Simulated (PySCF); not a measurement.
# Frontier levels across methods

C3H11NSi2.
Cartesian coordinates in Å at the PBE0-D3(BJ)/def2-SVP level; atoms count from 1:
```
atom  x, y, z in Å
N1     2.0396   -0.2726    0.9341
Si2    1.1435   -0.0005   -0.5341
C3    -0.2005   -1.3305   -0.7109
C4    -1.3811   -0.9314    0.1862
C5    -1.8904    0.4806   -0.1424
Si6   -0.4183    1.6990   -0.1289
H7     2.6846   -1.0542    0.9941
H8     2.4155    0.5292    1.4278
H9     1.9756    0.0890   -1.7826
H10    0.1819   -2.3323   -0.4525
H11   -0.5207   -1.3763   -1.7676
H12   -2.2028   -1.6634    0.1000
H13   -1.0509   -0.9650    1.2400
H14   -2.6981    0.7919    0.5387
H15   -2.3158    0.4936   -1.1620
H16   -0.5639    2.7827   -1.1504
H17   -0.2339    2.3439    1.2120
```

Basis pcSseg-1 throughout (PySCF), one geometry. The structure is a single PBE0-D3(BJ)/def2-SVP conformer in the gas phase; no vibrational or solvent corrections.

How do the orbital energies, the gap and the dipole change with the method?

```csv
method,kind,HOMO (eV),LUMO (eV),gap (eV),μ (D),SCF cycles
BLYP,GGA,-5.66,-0.32,5.34,1.10,14
OPBE,GGA,-5.77,-0.31,5.45,1.08,14
PBE,GGA,-5.79,-0.48,5.31,1.11,14
B97-D,GGA,-5.80,-0.32,5.48,1.08,14
KT2,GGA,-5.88,-0.63,5.26,1.05,15
KT3,GGA,-5.89,-0.51,5.37,1.03,15
LDA,LDA,-5.90,-0.66,5.23,1.13,13
BP86,GGA,-5.91,-0.53,5.38,1.11,13
B97-2,global hybrid,-6.94,0.36,7.30,1.05,13
B3LYP,global hybrid,-6.96,0.17,7.13,1.07,13
PBE0,global hybrid,-7.20,0.35,7.55,1.06,13
mPW1PW91,global hybrid,-7.24,0.36,7.59,1.05,13
BHandHLYP,global hybrid,-8.26,1.25,9.51,1.05,12
CAM-B3LYP,range-separated hybrid,-8.51,1.40,9.91,1.07,12
wB97X-D,range-separated hybrid,-9.05,2.09,11.14,1.07,13
HF,Hartree–Fock,-9.82,3.51,13.33,1.08,10
LC-wPBE,range-separated hybrid,-9.82,2.51,12.34,1.06,13
```

The HOMO spans 4.16 eV, from BLYP down to LC-wPBE, and the gap runs from 5.23 eV (LDA) to 13.33 eV (HF). Over the methods BLYP (0 %), OPBE (0 %), PBE (0 %), B97-D (0 %), KT2 (0 %), KT3 (0 %), LDA (0 %), BP86 (0 %), B97-2 (21 %), B3LYP (20 %), PBE0 (25 %), mPW1PW91 (25 %), BHandHLYP (50 %), HF (100 %), a straight line through the gap against the share of exact exchange rises by 0.81 eV for each 10 % (correlation coefficient 0.999). The dipole ranges from 1.03 D (KT3) to 1.13 D (LDA). This basis has no diffuse functions.

The vertical ΔSCF ionisation energy at CAM-B3LYP/def2-SVPD is 9.17 eV; −ε(HOMO) comes closest to it with wB97X-D (9.05 eV).
